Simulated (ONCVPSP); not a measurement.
Lu, ONCV: configuration errors across variants

- Element: lutetium
- Generator: ONCVPSP 4.0.1
- Type: optimised norm-conserving Vanderbilt (ONCV)
- Functional: LDA (Perdew-Wang 92)
- Relativity: scalar-relativistic
- Frozen core: [Kr] 4d10 5s2
- Valence charge: 23
- Reference configuration: 4f14 5p6 5d1.5 6s1.5
- Partial waves: 6s: rc 2.90 bohr, ncon 4, nbas 9, qcut 1.7 1/bohr, 1 projector; 5p: rc 1.85 bohr, ncon 4, nbas 8, qcut 6.7 1/bohr, 3 projectors, debl 2.9 Ha; 5d: rc 2.80 bohr, ncon 4, nbas 8, qcut 6 1/bohr, 2 projectors, debl 2.7 Ha; 4f: rc 0.75 bohr, ncon 4, nbas 9, qcut 19.8 1/bohr, local
- Local potential: the f channel
- Core correction: Teter function, fcfact 2.5, rcfact 1.35

All-electron excitation energies from the reference (eV): (1) 4f14 5p6 5d1 6s2 -1.473; (2) 4f14 5p6 5d1 6s1 6.102; (3) 4f14 5p6 5d1 6s1 6p1 2.042.

2 further variants failed, have other tests or too few solved ones, and are left out.

A true bound ghost makes a file unfit for plane-wave use even where its test errors are small: the radial tests pick states by their node count and pass the ghost by.

Errors AE − PS in meV (a dash: test not solved or not reliable):

```csv
change,(1),(2),(3),bound ghosts,GHOST(+) flags above zero
base,-0.3,-11,-3.8,"s, p",d
"all radii but the core radius scaled by about 0.91 (s 2.64, p 1.68, d 2.54, f 0.68 bohr)",+0.3,-0.5,+1.2,"s, p, d",none
"all radii but the core radius scaled by about 1.05 (s 3.06, p 1.94, d 2.94, f 0.78 bohr)",-4.6,-29,-14,"s, p, d",none
"all radii but the core radius scaled by about 1.13 (s 3.28, p 2.10, d 3.16, f 0.84 bohr)",+8.7,+40,+13,"s, p, d",none
"all radii but the core radius scaled by about 1.25 (s 3.62, p 2.32, d 3.50, f 0.94 bohr)",+10,+18,+3.7,"s, p, d",s
"all radii but the core radius scaled by about 1.32 (s 3.82, p 2.44, d 3.68, f 0.98 bohr)",+12,+17,+1.6,"s, p, d",s
```

Question: Give the same row for: all radii but the core radius scaled by about 1.19 (s 3.46, p 2.20, d 3.34, f 0.90 bohr).

Answer: +8.7, +21, +5.5; bound ghosts: s, p, d; GHOST(+) flags above zero: none.
